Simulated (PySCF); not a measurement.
## TaCl and its ions

UHF-CCSD(T); Ta def2-TZVPPD with ECP60, Cl def2-TZVPPD; scalar-relativistic core potentials (PySCF 2.14). Neutral (UHF): quintet (σ ↑, π ↑, δ ↑↑), Re = 2.306 Å, ωe = 374 cm⁻¹, De = 4.02 eV.

TaCl⁺ (UHF): quartet (σ ↑, δ ↑↑), Re = 2.176 Å, ωe = 479 cm⁻¹, De = 4.50 eV to Ta⁺ (5d3 6s1) + Cl. The energies at the minima are -516.40803 hartree for TaCl and -516.15614 for TaCl⁺.

(1) Work out the adiabatic ionisation energy, without and with harmonic zero-point energies (1 hartree = 27.2114 eV, 1 eV = 8065.5 cm⁻¹), and the change of the bond length.

TaCl⁻ (ROHF): quartet (π ↑, δ ↑↑), Re = 2.407 Å, ωe = 287 cm⁻¹, De = 1.93 eV to Ta (5d3 6s2) + Cl⁻. The energies at the minima are -516.40803 hartree for TaCl and -516.45842 for TaCl⁻.

(2) Work out the adiabatic electron affinity, without and with harmonic zero-point energies (1 hartree = 27.2114 eV, 1 eV = 8065.5 cm⁻¹), and the change of the bond length.

Correlated steps freeze 5 core orbitals. UHF and ROHF references stand side by side, which adds small steps between rows. Spin–orbit coupling is left out, which matters for elements this heavy, above all for dissociation energies. For an ion De counts to the pair picked by the measured ionisation energies or electron affinities, which need not be the lowest pair at this level. The CCSD T1 diagnostic is raised in TaCl⁻, a sign that a single reference may not be enough there. With d or f electrons several states lie close, and the lowest PBE0 determinant need not be the measured ground state.

Neutral and ion stand on different kinds of reference determinant, which adds to the error of the difference.

## Answers

(1) At UHF-CCSD(T): 0.25189 hartree = 6.854 eV between the minima; the zero-point term (479.0 − 374.0)/2 cm⁻¹ = +0.007 eV makes it 6.861 eV. Re changes by -13.0 pm against the neutral. The electron leaves a π orbital, and the shorter bond of the ion fits an antibonding orbital, or a change in how ionic the bond is.

(2) At CCSD(T): 0.05039 hartree = 1.371 eV between the minima; the zero-point term (374.0 − 287.0)/2 cm⁻¹ = +0.005 eV makes it 1.377 eV. Re changes by +10.1 pm against the neutral. The electron enters a σ orbital, and the longer bond of the ion fits an antibonding orbital, or a change in how ionic the bond is.
